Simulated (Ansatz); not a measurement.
`O=[CH][GaH][SiH3]` + `BSC#C` → `B[S][GaH][SiH3]` + `C#CC=O`  (formal exchange of groups at a Ga–C bond)

Isolated molecules relaxed with PBE0-D4/def2-TZVP in Ansatz; ΔE leaves out vibrations. CBS: MP2 limit from def2 TZ/QZ plus the TZ coupled-cluster correction, frozen cores. DFT in def2-TZVPP. For Ga outer-core shells are correlated without core-valence functions, which leaves a few kJ/mol of doubt a bond. Scalar relativity is left out up to krypton. Each species was taken in one conformer, which may not be the lowest.

| level | ΔE (kJ/mol) |
| --- | --- |
| BHLYP-D4 | -212.7 |
| CCSD/def2-TZVPP | -197.8 |

Problem. What does CCSD(T)/CBS give? (Estimate.)

Solution. Computed: -186.1 kJ/mol. The listed levels differ from it by -26.6, -11.7 kJ/mol.

Largest T1 diagnostic among the species: 0.017.

From BLYP to BHLYP (50 % exact exchange), in def2-TZVPP and without D4, ΔE moves by −27.8 kJ/mol. Leaving LDA and LC-ωPBE aside and taking each functional with its dispersion term where it has one, the values, not all of them listed here, spread over 56.8 kJ/mol, from BHLYP-D4 to revPBE-D4. LDA lies +15.4 kJ/mol from PBE without D4.

CCSD(T)/CBS has its own doubt, a few kJ/mol and more with outer-core shells, so smaller differences from it don't rank the levels.
